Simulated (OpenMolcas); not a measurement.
# Pd2+: moving or changing the point charges

Pd2+ among 6 point charges of -1.1 e arranged as a tetragonal octahedron (D4h), 2.17 Å from the ion, with the axial distance 2.409 Å.

```json
{
  "Program": "OpenMolcas 26.06",
  "Method": "SS-CASPT2, IPEA 0.25 Eh, imaginary shift 0.1 Eh (closed shells correlated: 4s 4p)",
  "Basis": "ANO-RCC-VDZP [6s5p3d1f]",
  "Scalar Hamiltonian": "DKH2, point nucleus",
  "Active space": "8 electrons in 5 orbitals (4d)",
  "State averaging": "2S+1 = 3 even, 10 roots; 2S+1 = 1 even, 15 roots",
  "Spin-orbit coupling": "RASSI with atomic mean-field integrals over the reference wave functions"
}
```

Runs around this geometry, states (labels of D4, the rotations of D4h). Energies in cm-1 above the lowest state or level, χT in cm3 K/mol.

| R (Å) | q (e) | Axial / equatorial distance | Ground state | First state of that spin | First gap with spin-orbit (degeneracies) | χT at 300 K | First state of another spin |
| --- | --- | --- | --- | --- | --- | --- | --- |
| 2.17 | -1.1 | 1.11 | 3B1 | 3E 3040 | 23 (1, 2) | 2.432 | 1A1 11320 |
| 2.32 | -1.7 | 1.11 | 3B1 | 3E 3580 | 17 (1, 2) | 2.316 | 1A1 11390 |
| 2.17 | -1.7 | 1.2 | 3A2 | 3E 24 | 290 (1, 1) | 2.287 | 1A1 6240 |

The ground state changes within this set.

Over all roots computed the reference weight is 0.82 to 0.93 in R = 2.17 in q = -1.7 in ratio = 1.2; the roots of lowest weight are the least certain, and an intruder state may touch them. Real 4d8 and 5d8 ions are as a rule square planar and diamagnetic. Point charges give a weaker field than real ligands, and real ions of this kind are as a rule low spin; the high spin found here belongs to the model. Free-ion shares, where given, are those of the reference states; single-state CASPT2 does not remix them. This shell can be high or low spin here, a state of another spin lies low, and with metal d orbitals alone active their balance is uncertain, so the ground spin may be wrong (holds for R = 2.17, q = -1.7, ratio = 1.2). This is an electrostatic model: the charges have no orbitals. No measured value stands beside these numbers.
